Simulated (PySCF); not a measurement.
# From computed data to an observable: dipole moment from atomic charges

Si(Br)2(OH)2 (Br2H2O2Si), SMILES O[Si](O)(Br)Br. Atoms are numbered in the order given.

```xyz
7

O     -0.0773     1.3786     1.5867
Si     0.0000     0.0000     0.6888
O      0.0773    -1.3786     1.5867
Br    -1.8345     0.0060    -0.5579
Br     1.8345    -0.0060    -0.5579
H      0.7423     1.6648     2.0109
H     -0.7423    -1.6648     2.0109
```
Charge 0, spin multiplicity 1.

The structure is a stationary point at B3LYP-D3(BJ)/def2-SVP. One conformer was computed; it need not be the lowest.

Charges (e) from PySCF with PBE0/def2-TZVP:

```json
[
 {"atom": "O1", "Mulliken": "-0.483", "IAO": "-0.791"},
 {"atom": "Si2", "Mulliken": "0.671", "IAO": "1.306"},
 {"atom": "O3", "Mulliken": "-0.483", "IAO": "-0.791"},
 {"atom": "Br4", "Mulliken": "-0.191", "IAO": "-0.248"},
 {"atom": "Br5", "Mulliken": "-0.191", "IAO": "-0.248"},
 {"atom": "H6", "Mulliken": "0.338", "IAO": "0.385"},
 {"atom": "H7", "Mulliken": "0.338", "IAO": "0.385"}
]
```

The dipole moment of the full density is 1.75 D.

Question: What dipole moment does each set of point charges give, and which comes closer to that of the density?

Answer: 
μ = Σ q r, and 1 e Å = 4.8032 D.
Mulliken: Σ q r = (0.000, 0.000, 0.502) e Å, |μ| = 2.41 D.
IAO: Σ q r = (0.000, 0.000, 0.215) e Å, |μ| = 1.03 D.
Mulliken comes closer in size. Point charges leave out the atoms' own dipoles (lone pairs, polarised bonds); fits to the potential absorb them, partitions of the density don't.
